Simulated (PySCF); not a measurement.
# Electron correlation in Nb (niobium, neutral)

[Kr] 4d4 5s1, high-spin 6D determinant. Calculation: PySCF 2.14, in def2-TZVPPD with the def2 core potential (28 electrons) (6s4p3d2f1g, 56 functions); scalar relativity through the core potential. Frozen: nothing; 13 electrons correlated.

| level | correlation energy (mhartree) |
| --- | --- |
| CCSD | -311.53 |
| (T) | -9.01 |
| CCSD(T) | -320.54 |

Diagnostics: T1 = 0.012, D1 = 0.0528, largest double amplitude 0.027.

Is a single reference adequate?

Yes, within this model without spin-orbit coupling: T1 lies below 0.03 and no double amplitude reaches 0.07.

The basis has no tight functions for the innermost shells, so their pair energies are far from complete.

This basis was not built for core-valence correlation, so the inner-shell part is incomplete.
